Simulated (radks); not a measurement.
Problem. Coherent X-ray form factor from a spherical all-electron density. Method: non-relativistic Kohn-Sham, r2SCAN, spin-polarised, spherical densities, point nucleus; meta-GGA in the generalised Kohn-Sham scheme; computed with a radial shooting solver on a logarithmic mesh with Libxc functionals.

| sin(theta)/lambda (1/angstrom) | f0 (electrons) |
|---|---|
| 0.05 | 2.715 |
| 0.1 | 2.224 |
| 0.15 | 1.904 |
| 0.2 | 1.736 |
| 0.25 | 1.620 |
| 0.3 | 1.507 |
| 0.4 | 1.265 |
| 0.5 | 1.028 |
| 0.6 | 0.820 |
| 0.8 | 0.512 |
| 1 | 0.321 |
| 1.25 | 0.185 |
| 1.5 | 0.111 |
| 2 | 0.045 |

The species is in the configuration that NIST lists as its ground one. Which atom or ion scatters so?

Solution. Neutral lithium, [He] 2s1. Extrapolating in s^2 from the first two rows gives f0(0) = 2.9, near the electron count 3; among species with that count, the fall with angle is slower the higher Z, and the table is that of Z = 3; from so few rows the species is fixed only to a neighbour or two.
